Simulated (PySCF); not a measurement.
Delta-SCF ions had no search for a lower state. 

Z-matrix (Å, degrees):
```
Ge
O 1 1.7597
C 2 1.4088 1 120.05
H 3 1.1004 2 107.91 1 176.88
H 3 1.1035 4 108.57 2 -121.40
H 3 1.1052 4 108.14 5 -117.39
O 1 1.7651 2 104.97 3 55.13
C 7 1.4046 1 121.38 2 170.00
H 8 1.1007 7 108.11 1 -178.14
H 8 1.1053 9 108.12 7 -121.42
H 8 1.1056 9 108.06 10 -116.82
S 1 2.2043 2 105.16 3 176.76
H 12 1.3526 1 90.95 2 -23.69
S 1 2.2139 2 114.59 3 -61.00
H 14 1.3512 1 92.61 2 -78.60
```
Charge 0, spin multiplicity 1.

Q: What HOMO, S1 oscillator strength, vertical ionisation energy (Delta-SCF), total energy and HOMO–LUMO gap does PySCF with PBE0-D4/def2-TZVP // PBE0-D4/def2-SVP give?

A: 
* **HOMO**: -7.78 eV
* **S1 oscillator strength**: 0.019
* **vertical ionisation energy (Delta-SCF)**: 9.60 eV
* **total energy**: -84471.92 eV
* **HOMO–LUMO gap**: 7.23 eV
